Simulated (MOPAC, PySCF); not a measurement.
H2Cl2GeO2, SMILES `[Ge]([OH])([OH])([Cl])[Cl]` (H–O–Ge–Cl torsion 50°, Cl–Ge–O–H torsion 171°), neutral singlet in the gas phase. 

Cartesian coordinates (Å):
```xyz
7

O      1.5095    -0.3135    -0.4685
Ge    -0.0549     0.3438     0.0635
O     -1.3126    -0.9001     0.2457
Cl     0.0963     1.2419     2.0010
Cl    -0.5804     1.7670    -1.4470
H      1.8957    -0.8726     0.2298
H     -1.5536    -1.2665    -0.6244
```
Charge 0, multiplicity 1.

All levels are single points at this geometry (PBE-D3(BJ)/def2-TZVP); Pople sets use spherical d functions. Orbital energies aren't observables, and empty levels follow the basis.

| level | HOMO (eV) | LUMO (eV) | gap (eV) | dipole (D) | vertical IE, Delta-SCF (eV) |
|---|---|---|---|---|---|
| PBE-D3(BJ)/def2-TZVP in PySCF | -7.74 | -2.42 | 5.32 | 1.71 | 10.69 |
| B3LYP/3-21G in PySCF | -8.97 | -1.92 | 7.05 | 3.03 | – |
| B3LYP/6-311+G** (LANL2DZ on Ge) in PySCF | -9.37 | -2.07 | 7.30 | 1.73 | – |
| B3LYP/6-31G* in PySCF | -8.98 | -1.72 | 7.26 | 2.04 | 11.24 |
| B3LYP/LANL2DZ in PySCF | -9.43 | -2.23 | 7.20 | 2.37 | – |
| BP86/6-31G* in PySCF | -7.68 | -2.53 | 5.14 | 2.11 | – |
| HF/6-31G* in PySCF | -12.92 | 2.59 | 15.51 | 2.06 | 11.80 |
| AM1 in MOPAC | -12.67 | -1.80 | 10.87 | 2.19 | – |
| PM7 in MOPAC | -11.31 | -2.08 | 9.23 | 1.17 | – |
